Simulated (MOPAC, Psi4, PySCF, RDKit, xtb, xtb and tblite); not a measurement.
Torsional profile of C10H14S, SMILES CC(C)(C)/C=C\c1cccs1. Scanned: dihedral C5–C6–C7–S11; all other coordinates were relaxed at GFN2-xTB. Points at φ and −φ are mirror images.

Geometry of the scan point at 90° (Å):
```
25

C      1.1858    -1.0313    -1.5740
C      1.4789    -0.1199    -0.3730
C      2.9958     0.0404    -0.2195
C      0.8618     1.2595    -0.6162
C      0.9425    -0.7954     0.8650
C     -0.2987    -0.8205     1.3327
C     -1.4731    -0.1236     0.8086
C     -2.0063     1.0615     1.2119
C     -3.2093     1.3911     0.5460
C     -3.5913     0.4410    -0.3411
S     -2.4894    -0.8806    -0.3860
H      1.5908    -0.5940    -2.4840
H      0.1138    -1.1640    -1.6985
H      1.6373    -2.0105    -1.4294
H      3.2261     0.6766     0.6327
H      3.4737    -0.9254    -0.0689
H      3.4215     0.4948    -1.1114
H      1.3893     1.7603    -1.4256
H      0.9373     1.8749     0.2774
H     -0.1844     1.1802    -0.8935
H      1.6806    -1.3813     1.3988
H     -0.5015    -1.4043     2.2256
H     -1.5436     1.6884     1.9532
H     -3.7610     2.2965     0.7268
H     -4.4528     0.4244    -0.9784
```

Methods: GFN2-xTB (xtb and tblite); MMFF94 // GFN2-xTB (RDKit); B3LYP/def2-SVP // GFN2-xTB (Psi4); PBE/def2-SVP // GFN2-xTB (Psi4); PBE-D3(BJ)/def2-SVP // GFN2-xTB (Psi4); UFF // GFN2-xTB (RDKit); PM7, restricted, heats of formation // GFN2-xTB (MOPAC); PM6, restricted, heats of formation // GFN2-xTB (MOPAC); GFN1-xTB // GFN2-xTB (xtb); RKS-B3LYP/6-31G* = restricted B3LYP/6-31G*, spherical d, density fitting // GFN2-xTB run with PySCF; RKS-BP86/6-31G* = restricted BP86/6-31G*, spherical d, density fitting // GFN2-xTB (PySCF).

Least-squares fit of E(φ) = a0 + Σ (a_n cos nφ + b_n sin nφ), n = 1 to 4, to the 12 scan points, in kcal/mol above the lowest point of each profile (levels whose profile four harmonics don't fit are not listed):

| method | a0 | a1 | b1 | a2 | b2 | a3 | b3 | a4 | b4 | rms of fit |
|---|---|---|---|---|---|---|---|---|---|---|
| GFN2-xTB | 0.66 | -0.48 | 0.00 | -0.16 | 0.00 | -0.13 | 0.00 | 0.23 | 0.00 | 0.07 |
| MMFF94 | 3.82 | 3.71 | 0.00 | 2.85 | 0.00 | -0.19 | 0.00 | 0.77 | 0.00 | 0.20 |
| B3LYP/def2-SVP | 1.26 | -0.18 | 0.00 | -0.86 | 0.00 | -0.23 | 0.00 | 0.13 | 0.00 | 0.09 |
| PBE/def2-SVP | 1.85 | -0.45 | 0.00 | -1.23 | 0.00 | -0.19 | 0.00 | 0.13 | 0.00 | 0.09 |
| PBE-D3(BJ)/def2-SVP | 1.75 | -0.56 | 0.00 | -1.00 | 0.00 | -0.19 | 0.00 | 0.12 | 0.00 | 0.10 |
| UFF | 2.72 | -1.23 | 0.00 | 3.46 | 0.00 | -0.21 | 0.00 | 0.81 | 0.00 | 0.16 |
| PM7 | 2.67 | 1.93 | 0.00 | 2.60 | 0.00 | -0.34 | 0.00 | 0.15 | 0.00 | 0.07 |
| PM6 | 1.54 | 1.31 | 0.00 | 1.68 | 0.00 | 0.04 | 0.00 | 0.10 | 0.00 | 0.06 |
| GFN1-xTB | 1.30 | -0.90 | 0.00 | -0.35 | 0.00 | -0.23 | 0.00 | 0.31 | 0.00 | 0.08 |
| RKS-B3LYP/6-31G* | 0.70 | 0.38 | 0.00 | -0.67 | 0.00 | -0.32 | 0.00 | 0.19 | 0.00 | 0.08 |
| RKS-BP86/6-31G* | 1.11 | 0.15 | 0.00 | -1.08 | 0.00 | -0.29 | 0.00 | 0.20 | 0.00 | 0.07 |
